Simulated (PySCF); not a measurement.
An excited-state job on P4S2Se.

Computed with TDDFT wB97X-D/def2-SVPD, vertical, gas phase, core orbitals frozen in the response (PySCF 2.14.0, density-fitted response routines). Geometry: PBE0-D3(BJ)/def2-SVP. The command runs a driver script over a list of jobs; the input below is this job's line of settings and its coordinates in Å.

Command:
```bash
OMP_NUM_THREADS=1 python probes_run.py task.json out
```

Input:
```
{"job": {"kind": "uv", "xc": "wB97X-D", "basis": "def2-SVPD", "ip": false, "nstates": 10}, "charge": 0, "multiplicity": 1}
P      1.578857     0.317410     0.730565
S      0.690948     1.819267    -0.471591
P     -1.146202     0.962328    -1.070339
P     -1.671372    -0.393088     0.653292
S     -0.061141    -0.124753     1.995742
P     -0.737272    -1.249401    -1.209852
Se     1.438042    -1.433773    -0.696367
```

Task: Estimate the output.

Result: 
```
coarse grid: 45616 points
cycle   1  E = -4562.5010247408  dE =  3.214e-01  |g| = 4.033e-01  |ddm| = 4.090e+00
cycle   2  E = -4562.5149410170  dE = -1.392e-02  |g| = 3.753e-01  |ddm| = 1.153e+00
cycle   3  E = -4562.5575488577  dE = -4.261e-02  |g| = 3.771e-02  |ddm| = 7.068e-01
cycle   4  E = -4562.5582105308  dE = -6.617e-04  |g| = 1.827e-02  |ddm| = 1.081e-01
cycle   5  E = -4562.5583391804  dE = -1.286e-04  |g| = 7.071e-03  |ddm| = 4.459e-02
cycle   6  E = -4562.5583665313  dE = -2.735e-05  |g| = 3.577e-03  |ddm| = 2.251e-02
cycle   7  E = -4562.5583742322  dE = -7.701e-06  |g| = 9.670e-04  |ddm| = 1.149e-02
final grid: 84272 points
cycle   8  E = -4562.5590910299  dE = -4.814e-06  |g| = 1.621e-03  |ddm| = 1.258e-02
cycle   9  E = -4562.5590909540  dE =  7.587e-08  |g| = 1.925e-03  |ddm| = 5.615e-03
cycle  10  E = -4562.5590922402  dE = -1.286e-06  |g| = 2.324e-04  |ddm| = 3.098e-03
cycle  11  E = -4562.5590922834  dE = -4.318e-08  |g| = 1.528e-04  |ddm| = 8.264e-04
cycle  12  E = -4562.5590922968  dE = -1.342e-08  |g| = 3.064e-05  |ddm| = 4.621e-04
cycle  13  E = -4562.5590922979  dE = -1.040e-09  |g| = 1.561e-05  |ddm| = 1.411e-04
cycle  14  E = -4562.5590922980  dE = -1.392e-10  |g| = 6.385e-06  |ddm| = 5.542e-05
converged SCF energy = -4562.5590922980

Static polarisability (au): isotropic 151.142, principal 143.780 151.436 158.211

Singlet excitations
state   eV       nm        f      main configurations
  1   3.7066    334.5   0.00120   H->L 0.96
  2   3.8587    321.3   0.00069   H-1->L 0.97
  3   4.1584    298.2   0.00025   H-2->L 0.92
  4   4.7956    258.5   0.00060   H-3->L 0.96
  5   4.8559    255.3   0.00098   H->L+1 0.85
  6   5.0709    244.5   0.00000   H-1->L+2 0.71
  7   5.1117    242.5   0.00053   H->L+3 0.39, H->L+2 0.18, H-1->L+4 0.16
  8   5.1911    238.8   0.00227   H->L+2 0.35, H-1->L+1 0.29, H->L+3 0.20
  9   5.1931    238.7   0.00019   H-1->L+3 0.39, H->L+4 0.27, H->L+5 0.18
 10   5.3014    233.9   0.00566   H-5->L 0.33, H->L+5 0.21, H-1->L+3 0.16

Triplet excitations (Tamm-Dancoff, eV): 3.3922 3.5616 3.8514 4.3927
```

The SCF starts on a coarse grid where the log names one; the energy can jump when the final grid takes over, and dE then counts from the start density on the new grid. H and L stand for HOMO and LUMO; the number after each pair is its weight.

Task: Which computed singlet has the largest oscillator strength, and what do all of them sum to?

Result: State 10 at 5.30 eV (234 nm), f = 0.006; the 10 states sum to 0.012.

Task: Give the mean polarisability as a volume in Å³, and the ratio of the largest to the smallest principal value.

Result: 151.142 au × 0.148185 = 22.40 Å³; 158.211/143.780 = 1.10.

Main results: HOMO -8.96 eV, LUMO -0.83 eV; lowest singlet 3.71 eV; lowest triplet 3.39 eV (Tamm–Dancoff); mean polarisability 151.1 au.

 Relativistic effects, spin–orbit coupling among them, are left out although an element past zinc is present.

Time: 46 s of wall time (grids of density and orbitals included); peak memory 0.87 GiB. Hardware: one thread of an Arm Neoverse V2, shared host.

One conformer stands for the species.
Labels such as C1 count atoms from 1, the log's own numbers from 0.

wB97X-D is run here without its empirical dispersion term; that term would change no orbital, density or response property at a fixed geometry.
